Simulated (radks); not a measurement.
The numbers below are computed, except where a source is named.
Initial-state core-level shifts of the gadolinium ion Gd2+ when its valence configuration changes from [Xe] 4f7 5d1. Level of theory: scalar-relativistic Kohn-Sham, PBE, spin-polarised, spherical densities, finite nucleus; open shells are filled with parallel spins first (spin-orbit coupling, left out, can overturn this in heavy ions); Fermi nuclear charge, rms radius 5.1569 fm (a radial shooting solver on a logarithmic mesh with Libxc functionals). Shifts are changes of the shell-averaged eigenvalues in eV (positive: less bound); the change of the density at the nucleus, which sets a Mossbauer isomer shift, is in e/bohr^3, on a base of 6.582e+05.

valence	1s	2s	3d	5s	density at nucleus
4f6 5d1 6p1	-11.769	-12.555	-13.506	-7.821	+39.13
4f6 5d1 6s1	-10.583	-11.375	-12.326	-6.652	+89.08
4f7 6p1	-3.851	-3.949	-3.878	-3.887	+4.69
4f8	+6.218	+6.721	+7.475	+3.510	-25.24
4f7 5d0.5 6s0.5	-1.303	-1.354	-1.324	-1.329	+24.41
4f6 5d2	-7.710	-8.382	-9.390	-3.834	+33.76
4f5 5d3	-16.126	-17.581	-19.771	-7.625	+71.98
4f6.5 5d1 6p0.5	-5.723	-6.096	-6.549	-3.882	+18.58
4f6 6s2	-13.708	-14.624	-15.493	-9.689	+147.83
